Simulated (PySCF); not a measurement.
## [La(NH3)]3+ at several levels of theory

Computed with PySCF 2.14.0 (density fitting, no spin-orbit coupling) at the geometry relaxed with PBE:

```xyz
5
[La(NH3)]3+ (singlet)
La    0.0000    0.0000   -0.2237
N     0.0000    0.0000    2.2622
H     0.9488    0.0000    2.7222
H    -0.4744    0.8217    2.7222
H    -0.4744   -0.8217    2.7222
```

| level | basis | state | HOMO (eV) | gap (eV) | charge on La1 (e) | population of f-type functions on La1 (polarisation alone where 4f lies in the core) | dipole about the centre of mass (D) | largest force component (eV/Å) |
| --- | --- | --- | --- | --- | --- | --- | --- | --- |
| PBE | La lcecp-1-SVP with ECP46, N def2-SVP, H def2-SVP | singlet | -25.26 | 4.74 | 2.48 | 0.02 | 3.43 | 0.01 |
| r2SCAN | the same | singlet | -25.45 | 5.60 | 2.53 | 0.02 | 3.13 | 0.34 |
| PBE | La lcecp-1-TZVP with ECP46, N def2-TZVP, H def2-TZVP | singlet | -25.19 | 4.71 | 2.56 | 0.02 | 3.48 | 0.31 |
| PBE | La x2c-SVPall, N x2c-SVPall, H x2c-SVPall | singlet | -25.42 | 4.60 | 2.46 | 0.06 | 3.53 | 0.62 |

In the lcecp rows the 4f levels are missing from HOMO and gap, and the state counts the valence alone.

Charges are Mulliken's, which hang on the basis. The relaxation used the grid (50, 194), these runs (75, 302) or, all-electron (x2c bases, spin-free X2C Hamiltonian), (99, 590).

**Question.** A further run in the first row's basis gives HOMO (eV) -27.91, gap (eV) 9.45, charge on La1 (e) 2.54, population of f-type functions on La1 (polarisation alone where 4f lies in the core) 0.02, dipole about the centre of mass (D) 2.90, largest force component (eV/Å) 0.35. Which level was it?
A. M06-L
B. BLYP
C. CAM-B3LYP

**Answer.** C. The others give HOMO -25.08 eV (BLYP); -25.37 eV (M06-L).

In the first row's basis the gap widens with exact exchange: 4.6 to 5.6 eV for BLYP, PBE, M06-L, r2SCAN (none); 9.5 eV for CAM-B3LYP (rising or full at long range).

No frequency check is given that shows the relaxed geometry to be a minimum.
